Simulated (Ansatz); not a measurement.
Frontier orbitals of `[SiH3][NH2+][Ga-]([Cl])([Cl])[Cl]`.

```xyz
11

Si    1.083   -1.169    0.440
N     0.535    0.505    0.049
Ga   -1.456    0.777   -0.469
Cl   -1.634   -0.467   -2.219
Cl   -1.448    2.908   -0.806
Cl   -2.472    0.093    1.305
H     2.527   -1.103    0.769
H     0.846   -1.978   -0.770
H     0.288   -1.606    1.602
H     0.678    1.141    0.832
H     1.053    0.899   -0.733
```

Total charge 0; spin multiplicity 1. Correlated methods include outer-core shells of Ga, which these sets cover unevenly. Scalar relativity is left out up to krypton. All single points use the PBE0-D4/def2-TZVP geometry. It is one conformer, not always the lowest. Basis def2-TZVPP, Ansatz 0.2.0.

Orbital energies of one run (eV). Highest occupied ones, from the top: -8.16, -8.39, -8.39, -8.55, -8.57, -8.62, -9.89, -9.96, -10.07, -10.52, -11.11, -12.45, -13.49, -15.49. Empty: -1.45, -0.48, 0.06, 0.19, 0.54, 0.68.

Question: Which functional gave them?
A. BLYP
B. ωB97X-V
C. ωB97M-V
D. HSE06 (plane-wave form)

Answer: D. HOMO energies: HSE06 -8.16, BLYP -6.96, ωB97M-V -10.84, ωB97X-V -11.01 eV.
